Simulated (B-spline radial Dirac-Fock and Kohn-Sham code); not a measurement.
**How the settings move the core levels of Ni⁶⁺**

ΔSCF core binding energies without Breit or QED terms, calculated with an atomic code on a B-spline grid. Keys: rel is the Hamiltonian (dirac, or spin-free x2c and nr, where L3 and M5 stand for the whole 2p and 3d shells), method is hf or an exchange,correlation pair (spin-unpolarised, also for the hole states), nuc the nuclear model, radius_factor scales its radius, rmax is the box in bohr, h the logarithmic mesh step, order the B-spline order, points the quadrature points per cell, c_factor scales the speed of light, and damp, ndamp, maxit and tol steer the iteration. The run stops when the commutator error falls below 10·tol·max(1, Z/10), or the numerical noise floor, and the energy has settled to about 1e-8 Ha; the virial ratio is −V/T.

Base input:

```json
{"items": [{"Z": 28, "q": 6, "cfg": [[1, 0, 2], [2, 0, 2], [2, 1, 6], [3, 0, 2], [3, 1, 6], [3, 2, 4]], "A": 58, "rrms": 3.7757, "do": "settings", "holes": ["K", "L3", "M5"],
  "settings": [{"rel": "dirac", "method": "hf", "nuc": "fermi", "radius_factor": 1.0, "rmax": 45.0, "h": 0.3, "order": 8, "points": 10, "c_factor": 1.0, "maxit": 60, "damp": 0.5, "ndamp": 3, "tol": 1e-08}]}]}
```

The ground state converged in 10 iterations, with total energy -1508.49630 Ha, virial ratio 1.98332 and highest orbital energy -132.32 eV. ΔSCF binding energies: K (1s) 8491.7 eV, L3 (2p3/2) 1003.8 eV. Holes are computed only in closed shells, and unreliable hole states are left out.

Changes from the base run:

```tsv
changed setting	Δ total energy (Ha)	Δ K (eV)	Δ L3 (eV)	iterations
tol = 0.0001	0.00000	0.00	0.00	8
radius_factor = 0.5	-0.00439	+0.05	0.00	9
order = 9	0.00000	0.00	0.00	10
nuc = "gauss"	-0.00001	0.00	0.00	10
method = "lda,vwn"; rmax = 25.0; c_factor = 5.0	+13.81311	-87.51	-0.72	9
method = "lda,vwn"	+1.73529	-1.16	-2.75	9
rel = "x2c"; rmax = 25.0; order = 9	?	?	?	?
```

**Question.** What does the change rel = "x2c"; rmax = 25.0; order = 9 do?

**Answer.** The total energy moves by +0.23282 Ha and the binding energies by K -4.11 eV, L3 +5.60 eV; the run takes 10 iterations.
